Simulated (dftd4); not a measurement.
cyclopropene (C₃H₄), singlet, geometry from GFN2-xTB; dftd4 with D4 for blyp.

Input for dftd4:
```
$ dftd4 mol.xyz --func blyp --charge 0 --json dftd4.json --noedisp --grad

# file mol.xyz
7

C     -0.02398035    -0.00988421     0.85291858
C      0.01415246    -0.64253561    -0.50675464
C      0.01392072     0.65410679    -0.49173477
H      0.86570208    -0.01692030     1.47406113
H     -0.94715748    -0.01665393     1.42309451
H      0.02873121    -1.56595013    -1.03014057
H      0.02816727     1.58940251    -0.99359004
```

It wrote (shortened):

```
                    ____  _____ _____     ____  _  _
      -------------|  _ \|  ___|_   _|---|  _ \| || |------------
     |             | | | | |_    | | ___ | | | | || |_           |
     |             | |_| |  _|   | ||___|| |_| |__   _|          |
     |             |____/|_|     |_|     |____/   |_|            |
     |             ===================================           |
     |            E. Caldeweyher, S. Ehlert & S. Grimme          |
     |          Mulliken Center for Theoretical Chemistry        |
     |                    University of Bonn                     |
      -----------------------------------------------------------

Rational (Becke-Johnson) damping: blyp-D4-ATM
---------------------
  s6         1.0000
  s8         2.3408
  s9         1.0000
  a1         0.4449
  a2         4.0933
 alp        16.0000
--------------------

Dispersion energy:      -7.3472159299797E-03 Eh

Gradient norm:           3.4816153065643E-04 Eh/a0
--------------------------------------------------
     #    Z           dE/dx      dE/dy      dE/dz
--------------------------------------------------
     1    6 C    -5.521E-06 -2.276E-06  1.964E-04
     2    6 C     2.560E-06 -1.174E-04 -9.167E-05
     3    6 C     2.518E-06  1.195E-04 -8.892E-05
     4    1 H     2.155E-05 -7.850E-07  6.810E-05
     5    1 H    -2.534E-05 -7.781E-07  6.678E-05
     6    1 H     2.134E-06 -9.046E-05 -7.639E-05
     7    1 H     2.102E-06  9.220E-05 -7.427E-05
--------------------------------------------------

Virial:
--------------------------------------------------
      component           x          y          z
--------------------------------------------------
          x       8.121E-05  2.118E-07 -2.991E-05
          y       2.118E-07  8.349E-04 -3.591E-06
          z      -2.991E-05 -3.591E-06  1.144E-03
--------------------------------------------------

[Info] Dispersion results written to 'dftd4.txt'
[Info] JSON dump of results written to 'dftd4.json'
```
